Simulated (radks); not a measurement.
Spherical quantum dot in the effective-mass picture: electrons in a hard-walled sphere of radius 3.95, with a point charge +1 (a donor) at the centre, all in effective atomic units (hartree* = m*/eps^2 hartree, bohr* = eps/m* bohr), one dielectric constant everywhere. Calculated with a radial shooting solver with Libxc functionals: non-relativistic Kohn-Sham, r2SCAN, spin-polarised, spherical densities, generalised Kohn-Sham scheme. Levels are named by radial order and angular momentum (1s, 1p, 1d, 2s, ...), and open shells are averaged over m. Results are scaled to m* = 0.035 and eps = 11.1, for which hartree* = 7.73 meV and bohr* = 16.78 nm.

N = 7, configuration 1s2 1p(up 3, down 2). This is the lowest configuration that the search found. Occupied and some empty levels:

| level | occupation | eigenvalue (meV) | <r> (nm) |
|---|---|---|---|
| 1s up | 1 | 16.059 | 33.18 |
| 1s down | 1 | 16.200 | 32.54 |
| 1p up | 3 | 18.662 | 41.62 |
| 1p down | 2 | 18.926 | 41.56 |
| 1d up | 0 | 21.671 | 44.65 |
| 2s up | 0 | 21.960 | 30.33 |
| 1d down | 0 | 21.988 | 44.64 |
| 2s down | 0 | 22.067 | 30.70 |
| 1f up | 0 | 25.443 | 46.67 |
| 1f down | 0 | 25.815 | 46.68 |

Energy (meV): total 59.2784, kinetic 31.277, external -27.563, Hartree 72.621, exchange-correlation -17.056.
